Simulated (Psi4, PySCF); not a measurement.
Here is a job for PySCF.
```python
from pyscf import gto, scf, dft

mol = gto.M(
    atom='''
O    -0.00434124    0.04793050    1.16904018
C     0.01699507    1.22054995    0.39478422
C    -0.01760528   -1.04457952    0.36698234
C     0.01553600    0.75294446   -0.91996930
C    -0.00610386   -0.66403323   -0.93846348
H    -0.03459745   -2.01935969    0.83917224
H     0.02893664    1.37399554   -1.81376634
H    -0.01254091   -1.32736979   -1.79773000
''',
    basis='6-31g*',
    charge=-1,
    verbose=3,
)

mf = dft.RKS(mol)
mf.xc = 'revpbe'
mf.grids.atom_grid = (99, 590)
mf.grids.prune = None
mf.kernel()
```

Question: Give the equivalent Psi4 input.

Answer: One answer among several that fit: 
```
memory 2 GB

molecule {
-1 1
O    -0.00434124    0.04793050    1.16904018
C     0.01699507    1.22054995    0.39478422
C    -0.01760528   -1.04457952    0.36698234
C     0.01553600    0.75294446   -0.91996930
C    -0.00610386   -0.66403323   -0.93846348
H    -0.03459745   -2.01935969    0.83917224
H     0.02893664    1.37399554   -1.81376634
H    -0.01254091   -1.32736979   -1.79773000
}

set {
  basis 6-31g*
  scf_type pk
  puream true
  d_convergence 1e-8
  dft_radial_points 99
  dft_spherical_points 590
}

energy('revpbe')
print_variables()
```

Both were run: PySCF gave -229.291517 Eh and Psi4 -229.291517 Eh, 0.001 mEh apart.
